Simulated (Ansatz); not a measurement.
An input meant for the cluster Al7F6 (charge 0, doublet).

```yaml
crystal:
  periodic: [false, false, false]
  atoms:
    - {symbol: Al, position_ang: [-1.690642, 2.176636, -0.393603]}
    - {symbol: Al, position_ang: [-1.295012, 0.003178, -2.043104]}
    - {symbol: Al, position_ang: [2.151032, -1.817757, 1.010346]}
    - {symbol: Al, position_ang: [-0.137826, 0.327362, 0.792235]}
    - {symbol: Al, position_ang: [1.711497, 0.260809, -1.709135]}
    - {symbol: Al, position_ang: [1.260831, 2.292898, 0.053730]}
    - {symbol: Al, position_ang: [-1.948257, -2.309858, 0.566544]}
    - {symbol: F, position_ang: [-0.159477, 3.348519, -0.845344]}
    - {symbol: F, position_ang: [-2.131403, -1.223899, -1.015350]}
    - {symbol: F, position_ang: [2.516236, -0.716525, -0.634937]}
    - {symbol: F, position_ang: [1.234164, -0.367485, 2.131064]}
    - {symbol: F, position_ang: [-1.604483, -0.506547, 1.610997]}
    - {symbol: F, position_ang: [0.301580, -1.454962, 0.032301]}
basis:
  gaussian: {orbitals: aug-cc-pVDZ, final_grid: {core_spheres: 5, valence_spheres: 4, degree: 11}}
magnetization: {spin_polarized: true, initial_magnetization: 1}
hamiltonian: {xc: {name: BLYP}, pseudopotentials: {relativity: none}}
scf: {lower_state_search: light}
relax: {f_tol: 0.001, max_steps: 1}
output: {forces: true}
```

```sh
$ ansatz run in.yaml --threads 4 --pin off --events-out ev --progress --plain --max-ram 6963MiB
```

Shortened log:

```
Functional definition: BLYP
  name "BLYP"
  cite "Becke, Phys. Rev. A 38, 3098 (1988) doi:10.1103/PhysRevA.38.3098"
  cite "Lee, Yang & Parr, Phys. Rev. B 37, 785 (1988) doi:10.1103/PhysRevB.37.785"
  parameter beta = 0.0042
  parameter a = 0.04918
  parameter b = 0.132
  parameter c = 0.2533
  parameter d = 0.349
  exchange = b88_x(beta = beta)
  correlation = lyp_c(a = a, b = b, c = c, d = d)
3328 factors; their error is unknown
mean field evaluation 1: about -62473.9182 eV, gradient 6.9e1 eV
mean field evaluation 2: about -62150.3951 eV, gradient 2.7e2 eV
mean field evaluation 4: about -62488.7114 eV, gradient 3.1e1 eV
mean field evaluation 8: about -62492.9342 eV, gradient 1.1e0 eV
mean field evaluation 16: about -62492.7643 eV, gradient 1.7e-2 eV
mean field evaluation 32: about -62490.9547 eV, gradient 2.8e0 eV
mean field evaluation 64: about -62491.9009 eV, gradient 1.2e0 eV
mean field -62492.76426686 eV, -2296.5667276902 hartree, gradient 7.2e-5 eV, S^2 0.754606; 4 other end points of the search recorded, 0 dependent functions left out
the calculation of the forces begins
reference -62492.76467718 eV, -2296.5667427689 hartree; 73, 72 occupied and 254, 255 virtual orbitals, 3328 factors
relax step   1: F+E_penalty+E_count = -62492.76426686 eV  Δ(F+E_penalty+E_count) = +0.000e0 eV  max|allowed force component| = 2.571e0 eV/Å  Δτ_max = 0.0000 Å  (192 SCF iters, accepted)
Error: geometry relaxation did not converge after 1 steps: max|allowed force component| = 2.57e0 eV/Å (threshold 1.0e-3). Raise `relax.max_steps` over both its present limit and 1, loosen `relax.f_tol`, or start from a geometry closer to equilibrium. Where this run's directory can be resumed (`checkpoint.write`), a resume goes on for up to `relax.max_steps` more
```

What is wrong with this run?

The relaxation is allowed too few steps for its threshold. The SCF steps converged, but the relaxation ran out of steps.
